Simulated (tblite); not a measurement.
Input of a run (GFN2-xTB geometry optimisation, gas phase (tblite 0.8.0)), started from a force field or distance geometry:
```
{"job": {"kind": "relax", "xc": "GFN2-xTB", "basis": "xTB"}, "charge": 0, "multiplicity": 1}
C      3.011500    -0.350500     0.421100
C      1.678800    -0.556300     0.310800
C      0.818800     0.501700    -0.022900
N      1.106600     1.775200    -0.293200
N     -0.043600     2.442700    -0.565400
C     -1.033300     1.587000    -0.489700
N     -0.574200     0.333900    -0.147800
C     -1.343800    -0.820400     0.039400
C     -2.675900    -0.934600    -0.091200
H      3.438400     0.630300     0.249900
H      3.676100    -1.155700     0.684300
H      1.305700    -1.562900     0.510900
H     -2.074000     1.818000    -0.648900
H     -0.796500    -1.721100     0.302500
H     -3.328900    -0.091800    -0.356500
H     -3.173300    -1.886800     0.085500
```

Output (eV, eV/Å):
```
step      E/eV     max force
  0    -683.44920    2.474
  1    -683.53932    1.368
  2    -683.57686    0.625
  3    -683.59391    0.468
  4    -683.60220    0.244
  5    -683.60560    0.146
  6    -683.60743    0.104
  7    -683.60857    0.089
  8    -683.60915    0.077
  9    -683.60951    0.058
 10    -683.60988    0.069
 11    -683.61025    0.058
 12    -683.61057    0.050
 13    -683.61081    0.050
 14    -683.61099    0.043
 15    -683.61112    0.034
 16    -683.61122    0.029
 17    -683.61131    0.030
 18    -683.61140    0.022
 19    -683.61148    0.026
 20    -683.61155    0.032
 21    -683.61162    0.033
 22    -683.61169    0.027
 23    -683.61176    0.020
 24    -683.61182    0.019
 25    -683.61188    0.026
 26    -683.61194    0.024
 27    -683.61199    0.018
 28    -683.61203    0.015
 29    -683.61206    0.016
 30    -683.61210    0.021
 31    -683.61213    0.020
 32    -683.61215    0.013
 33    -683.61216    0.010
 34    -683.61217    0.012
 35    -683.61218    0.010
 36    -683.61219    0.005
```

Q: Summarise the run.

A: The energy falls by 3.8 kcal/mol over 36 L-BFGS steps, the largest force on an atom goes from 2.47 to 0.005 eV/Å, and the atoms move by 0.039 Å rms after alignment. The bond that changes most is C2–C3 (alkene CH carbon to substituted aromatic carbon), which lengthens by 0.038 Å. Bonds longer at the end by more than 0.005 Å: 1 of 16; shorter: 14. Among the angles that change most is C3–C2–H12, from 121.9° to 117.2°. The energy never rose by more than 1e-5 eV on the way. The first step brought 55 % of the lowering.

Q: What are the final bond lengths?

A: C1=C2 1.328 Å, C2–C3 1.441 Å, C3–N4 1.309 Å, N4–N5 1.338 Å, N5–C6 1.296 Å, C6–N7 1.369 Å, N7–C8 1.388 Å, C8=C9 1.324 Å, C3–N7 1.386 Å, C1–H10 1.075 Å, C1–H11 1.076 Å, C2–H12 1.082 Å, C6–H13 1.069 Å, C8–H14 1.081 Å, C9–H15 1.075 Å, C9–H16 1.074 Å. Numbering counts from 1 in the input's order; the species is `C=Cc1nncn1C=C`.

Its GFN2-xTB frequencies are all real (lowest 20 cm⁻¹). One conformer, not necessarily the lowest.

Shape of the structure used: `[CH2:1]=[CH:2][c:3]1[n:4][n:5][cH:6][n:7]1[CH:8]=[CH2:9]`: C1–C2–C3–N4 0°, C6–N7–C8–C9 0°.

All values are computed, not measured.
